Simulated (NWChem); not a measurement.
System: AlAsH2F2; SMILES [F][Al]([AsH2])[F]

Input file for NWChem:

```
start job
memory heap 200 mb stack 900 mb global 1100 mb
geometry units angstroms
  Al     0.773087     0.700177    -0.093778
  As    -0.976961    -0.891393     0.162154
  H     -0.435856    -1.556753    -1.086585
  H     -1.821387     0.002304    -0.712087
  F      0.593548     2.091999    -0.977052
  F      2.280986     0.511352     0.566197
end
basis spherical
  * library def2-svp
end
dft
  xc pbe0
  iterations 150
end
driver
  maxiter 120
end
task dft optimize
task dft freq
```

Output (shortened):

```
             Northwest Computational Chemistry Package (NWChem) 7.3.0
             --------------------------------------------------------

 C1  symmetry detected

                             Geometry "geometry" -> ""
                             -------------------------

 Output coordinates in angstroms (scale by  1.889725989 to convert to a.u.)

  No.       Tag          Charge          X              Y              Z
 ---- ---------------- ---------- -------------- -------------- --------------
    1 Al                  13.0000     0.01631641     1.01338240     0.02385828
    2 As                  33.0000     0.03538406    -1.36587061     0.03132895
    3 H                    1.0000     0.04759178    -1.28327417    -1.48124384
    4 H                    1.0000    -1.47171793    -1.30730626    -0.00417780
    5 F                    9.0000    -1.38731199     1.89607791     0.00799513
    6 F                    9.0000     1.39223852     1.93618200     0.00771695

 Effective nuclear repulsion energy (a.u.)     307.1760793990

                                Z-matrix (autoz)
                                --------

 Units are Angstrom for bonds and degrees for angles

      Type          Name      I     J     K     L     M      Value
      ----------- --------  ----- ----- ----- ----- ----- ----------
    1 Stretch                  1     2                       2.37934
    2 Stretch                  1     5                       1.65818
    3 Stretch                  1     6                       1.65680
    4 Stretch                  2     3                       1.51488
    5 Stretch                  2     4                       1.50866
    6 Bend                     1     2     3                86.69839
    7 Bend                     1     2     4                87.31202
    8 Bend                     2     1     5               122.62378
    9 Bend                     2     1     6               123.38981
   10 Bend                     3     2     4                88.99350
   11 Bend                     5     1     6               113.97849
   12 Torsion                  3     2     1     5          89.95190
   13 Torsion                  3     2     1     6         -88.96246
   14 Torsion                  4     2     1     5           0.80599
   15 Torsion                  4     2     1     6        -178.10837

                           NWChem Geometry Optimization
                           ----------------------------

 maximum gradient threshold         (gmax) =   0.000450
 rms gradient threshold             (grms) =   0.000300
 maximum cartesian step threshold   (xmax) =   0.001800
 rms cartesian step threshold       (xrms) =   0.001200
 fixed trust radius                (trust) =   0.300000
 source of zmatrix                         =   autoz

          -------------------
          Energy Minimization
          -------------------

 Using diagonal initial Hessian
 Scaling for Hessian diagonals: bonds = 1.00  angles = 0.25  torsions = 0.10

          --------
          Step   0

                                 NWChem DFT Module
                                 -----------------

 Summary of "ao basis" -> "ao basis" (spherical)
 ------------------------------------------------------------------------------
       Tag                 Description            Shells   Functions and Types
 ---------------- ------------------------------  ------  ---------------------
 Al                         def2-svp                 8       18   4s3p1d
 As                         def2-svp                12       32   5s4p3d
 H                          def2-svp                 3        5   2s1p
 F                          def2-svp                 6       14   3s2p1d

            General Information
            -------------------
          SCF calculation type: DFT
          Wavefunction type:  closed shell.
          No. of atoms     :     6
          No. of electrons :    66
           Alpha electrons :    33
            Beta electrons :    33
          Charge           :     0
          Spin multiplicity:     1
          Use of symmetry is: off; symmetry adaption is: off
          Maximum number of iterations: 150
          AO basis - number of functions:    88
                     number of shells:    38
          Convergence on energy requested:  1.00D-06
          Convergence on density requested:  1.00D-05
          Convergence on gradient requested:  5.00D-04

              XC Information
              --------------
                         PBE0 Method XC Functional
                     Hartree-Fock (Exact) Exchange  0.250
          PerdewBurkeErnzerhof Exchange Functional  0.750
            Perdew 1991 LDA Correlation Functional  1.000 local
           PerdewBurkeErnz. Correlation Functional  1.000 non-local

             Grid Information
             ----------------
          Grid used for XC integration:  medium
          Radial quadrature: Mura-Knowles
          Angular quadrature: Lebedev.
          Tag              B.-S. Rad. Rad. Pts. Rad. Cut. Ang. Pts.
          ---              ---------- --------- --------- ---------
          Al                  1.25       88           9.0       590
          As                  1.15      112          10.0       590
          H                   0.35       45          10.0       434
          F                   0.50       49          11.0       434
          Grid pruning is: on
          Number of quadrature shells:   388
          Spatial weights used:  Erf1

      Superposition of Atomic Density Guess
      -------------------------------------

 Sum of atomic energies:       -2675.23462473

      Non-variational initial energy
      ------------------------------

 Total energy =   -2675.715799
 1-e energy   =   -4342.190206
 2-e energy   =    1359.298328
 HOMO         =      -0.319371
 LUMO         =      -0.016790

   convergence    iter        energy       DeltaE   RMS-Dens  Diis-err
 ---------------- ----- ----------------- --------- --------- ---------
 d= 0,ls=0.0,diis     1  -2678.1486990777 -2.99D+03  1.86D-02  9.75D-01
 d= 0,ls=0.0,diis     2  -2678.0419890406  1.07D-01  9.73D-03  2.56D+00
 d= 0,ls=0.0,diis     3  -2678.2641295746 -2.22D-01  9.16D-04  7.59D-03
 d= 0,ls=0.0,diis     4  -2678.2647444765 -6.15D-04  2.02D-04  6.41D-04
 d= 0,ls=0.0,diis     5  -2678.2648053609 -6.09D-05  6.37D-05  2.07D-05
  Resetting Diis
 d= 0,ls=0.0,diis     6  -2678.2648076725 -2.31D-06  2.15D-05  2.43D-06
 d= 0,ls=0.0,diis     7  -2678.2648079629 -2.90D-07  6.28D-06  1.60D-07

         Total DFT energy =    -2678.264807962918
      One electron energy =    -4344.652013315332
           Coulomb energy =     1482.173907473444
    Exchange-Corr. energy =     -122.962781519981
 Nuclear repulsion energy =      307.176079398951

 Numeric. integr. density =       66.000005753590

                       DFT Final Molecular Orbital Analysis
                       ------------------------------------

 Vector   31  Occ=2.000000D+00  E=-3.956754D-01
              MO Center= -3.5D-01, -5.7D-01, -3.5D-01, r^2= 3.9D+00
   Bfn.  Coefficient  Atom+Function         Bfn.  Coefficient  Atom+Function
  ----- ------------  ---------------      ----- ------------  ---------------
    51      0.288243  3 H  s                 56     -0.263509  4 H  s
    32     -0.231620  2 As pz                30      0.208493  2 As px
    65      0.197298  5 F  py                35     -0.166909  2 As pz
    52      0.161807  3 H  s                 79     -0.155994  6 F  py
    33      0.151639  2 As px                29      0.145054  2 As pz

 Vector   32  Occ=2.000000D+00  E=-3.496506D-01
              MO Center=  1.7D-02, -8.3D-01,  9.5D-03, r^2= 2.7D+00
   Bfn.  Coefficient  Atom+Function         Bfn.  Coefficient  Atom+Function
  ----- ------------  ---------------      ----- ------------  ---------------
    30      0.238432  2 As px                23      0.231999  2 As s
    32      0.229919  2 As pz                22      0.228086  2 As s
    56     -0.219779  4 H  s                 51     -0.199256  3 H  s
    35      0.198182  2 As pz                33      0.191483  2 As px
    34      0.162243  2 As py                 3      0.159154  1 Al s

 Vector   33  Occ=2.000000D+00  E=-3.006478D-01
              MO Center=  3.4D-02, -1.1D+00,  3.4D-02, r^2= 2.9D+00
   Bfn.  Coefficient  Atom+Function         Bfn.  Coefficient  Atom+Function
  ----- ------------  ---------------      ----- ------------  ---------------
    34      0.389871  2 As py                31      0.347510  2 As py
    22     -0.343655  2 As s                  3      0.219407  1 Al s
    28     -0.215948  2 As py                21      0.201008  2 As s
     9     -0.160348  1 Al py                33     -0.154812  2 As px
    23     -0.146219  2 As s                  2      0.138276  1 Al s

[...]

      ----------------------
      Optimization converged
      ----------------------

  Step       Energy      Delta E   Gmax     Grms     Xrms     Xmax
  ---- ---------------- -------- -------- -------- -------- --------
@   13   -2678.26654292 -7.5D-11  0.00002  0.00001  0.00079  0.00163
                                     ok       ok       ok       ok

                                Z-matrix (autoz)
                                --------

 Units are Angstrom for bonds and degrees for angles

      Type          Name      I     J     K     L     M      Value     Gradient
      ----------- --------  ----- ----- ----- ----- ----- ---------- ----------
    1 Stretch                  1     2                       2.40057   -0.00000
    2 Stretch                  1     5                       1.65842   -0.00000
    3 Stretch                  1     6                       1.65841    0.00001
    4 Stretch                  2     3                       1.52559   -0.00001
    5 Stretch                  2     4                       1.52566    0.00002
    6 Bend                     1     2     3                89.76895    0.00001
    7 Bend                     1     2     4                89.76248   -0.00000
    8 Bend                     2     1     5               121.63789    0.00000
    9 Bend                     2     1     6               121.64113    0.00000
   10 Bend                     3     2     4                92.84465   -0.00000
   11 Bend                     5     1     6               116.63322   -0.00000
   12 Torsion                  3     2     1     5         138.18925    0.00000
   13 Torsion                  3     2     1     6         -45.33223   -0.00000
   14 Torsion                  4     2     1     5          45.34359    0.00000
   15 Torsion                  4     2     1     6        -138.17789    0.00000

                         Geometry "geometry" -> "geometry"
                         ---------------------------------

 Output coordinates in angstroms (scale by  1.889725989 to convert to a.u.)

  No.       Tag          Charge          X              Y              Z
 ---- ---------------- ---------- -------------- -------------- --------------
    1 Al                  13.0000    -0.07255715     1.06589763     0.03166446
    2 As                  33.0000    -0.17352084    -1.32927936     0.15689538
    3 H                    1.0000     0.49503866    -1.42282615    -1.21120996
    4 H                    1.0000    -1.57471821    -1.29538343    -0.44572123
    5 F                    9.0000    -1.34224112     2.01661545     0.51581451
    6 F                    9.0000     1.30049952     1.85416714    -0.46196550

 Effective nuclear repulsion energy (a.u.)     305.6262120914

                Final and change from initial internal coordinates
                --------------------------------------------------

                                Z-matrix (autoz)
                                --------

 Units are Angstrom for bonds and degrees for angles

      Type          Name      I     J     K     L     M      Value       Change
      ----------- --------  ----- ----- ----- ----- ----- ---------- ----------
    1 Stretch                  1     2                       2.40057    0.02123
    2 Stretch                  1     5                       1.65842    0.00024
    3 Stretch                  1     6                       1.65841    0.00161
    4 Stretch                  2     3                       1.52559    0.01072
    5 Stretch                  2     4                       1.52566    0.01701
    6 Bend                     1     2     3                89.76895    3.07056
    7 Bend                     1     2     4                89.76248    2.45046
    8 Bend                     2     1     5               121.63789   -0.98589
    9 Bend                     2     1     6               121.64113   -1.74868
   10 Bend                     3     2     4                92.84465    3.85115
   11 Bend                     5     1     6               116.63322    2.65473
   12 Torsion                  3     2     1     5         138.18925   48.23735
   13 Torsion                  3     2     1     6         -45.33223   43.63023
   14 Torsion                  4     2     1     5          45.34359   44.53760
   15 Torsion                  4     2     1     6        -138.17789   39.93048

[...]

 Rotational Constants
 --------------------
 A=   0.209883 cm-1  (  0.301968 K)
 B=   0.053968 cm-1  (  0.077646 K)
 C=   0.043412 cm-1  (  0.062458 K)

 Temperature                      =   298.15K
 frequency scaling parameter      =   1.0000

 Zero-Point correction to Energy  =   13.251 kcal/mol  (  0.021117 au)
 Thermal correction to Energy     =   17.191 kcal/mol  (  0.027396 au)
 Thermal correction to Enthalpy   =   17.783 kcal/mol  (  0.028339 au)

 Total Entropy                    =   81.912 cal/mol-K
   - Translational                =   40.743 cal/mol-K (mol. weight = 141.9156)
   - Rotational                   =   27.574 cal/mol-K (symmetry #  =        1)
   - Vibrational                  =   13.595 cal/mol-K

 Cv (constant volume heat capacity) =   18.811 cal/mol-K
   - Translational                  =    2.979 cal/mol-K
   - Rotational                     =    2.979 cal/mol-K
   - Vibrational                    =   12.852 cal/mol-K

[normal modes left out]

 ----------------------------------------------------------------------------
 Normal Eigenvalue ||           Projected Infra Red Intensities
  Mode   [cm**-1]  || [atomic units] [(debye/angs)**2] [(KM/mol)] [arbitrary]
 ------ ---------- || -------------- ----------------- ---------- -----------
    1       -0.000 ||    0.000187           0.004         0.182       0.064
    2       -0.000 ||    0.000136           0.003         0.133       0.047
    3       -0.000 ||    0.000142           0.003         0.139       0.049
    4       -0.000 ||    0.000064           0.001         0.063       0.022
    5        0.000 ||    0.000143           0.003         0.140       0.049
    6        0.000 ||    0.000240           0.006         0.234       0.083
    7       83.564 ||    0.004158           0.096         4.053       1.430
    8      127.918 ||    0.003798           0.088         3.703       1.306
    9      198.015 ||    0.024545           0.566        23.928       8.440
   10      213.008 ||    0.054388           1.255        53.020      18.702
   11      353.211 ||    0.036363           0.839        35.448      12.503
   12      523.165 ||    0.005788           0.134         5.642       1.990
   13      581.994 ||    0.001581           0.036         1.541       0.544
   14      809.535 ||    0.148419           3.424       144.686      51.034
   15      947.404 ||    0.108777           2.510       106.041      37.403
   16      991.117 ||    0.018187           0.420        17.730       6.254
   17     2214.818 ||    0.050332           1.161        49.067      17.307
   18     2230.126 ||    0.066229           1.528        64.564      22.773
 ----------------------------------------------------------------------------
```

Level: PBE0/def2-SVP.
